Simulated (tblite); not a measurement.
Computed with GFN2-xTB (tblite): harmonic, unscaled wavenumbers at the GFN2-xTB geometry, gas phase. Against measured fundamentals such values can be off by several per cent, at times by over 20. Modes of hydrogen on silicon can be 10 to 20 % off. One conformer each. Thermal functions are those of the rigid rotor and harmonic oscillator, without mixing of conformers.

Question: Order these by their heat capacity Cp at 298.15 K, highest first (J/(mol K)).
A. `C1CN2CCN1CC2`
B. `C[C@@H](Cl)C#N`
C. `[H]/N=C/[C@@H](N[SiH3])C(F)(F)CF`
D. `CC(C)CP(C)C[SiH3]`
E. `C=CCNNC1CC1`
F. `C=CCN(C=C)NC`

Answer: D (207.1), C (193.4), F (157.1), E (146.7), A (118.0), B (86.3).

```tsv
SMILES	atoms	mass (u)	symmetry number	modes under 300 cm⁻¹	ZPE (kJ/mol)	S translation (J/(mol K))	S rotation	S vibration	S	Cp
CC(C)CP(C)C[SiH3]	25	148.08	1	11	549.5	171.2	125.9	170.8	468.0	207.1
[H]/N=C/[C@@H](N[SiH3])C(F)(F)CF	19	170.05	1	10	337.3	172.9	127.1	172.2	472.2	193.4
C=CCN(C=C)NC	20	112.10	1	8	447.2	167.7	120.1	125.5	413.3	157.1
C=CCNNC1CC1	20	112.10	1	6	452.4	167.7	119.9	112.0	399.6	146.7
C1CN2CCN1CC2	20	112.10	6	1	471.9	167.7	99.4	50.6	317.7	118.0
C[C@@H](Cl)C#N	9	89.00	1	4	166.7	164.8	110.8	42.9	318.5	86.3
```

Entropies and Cp are for 298.15 K and 1 bar.
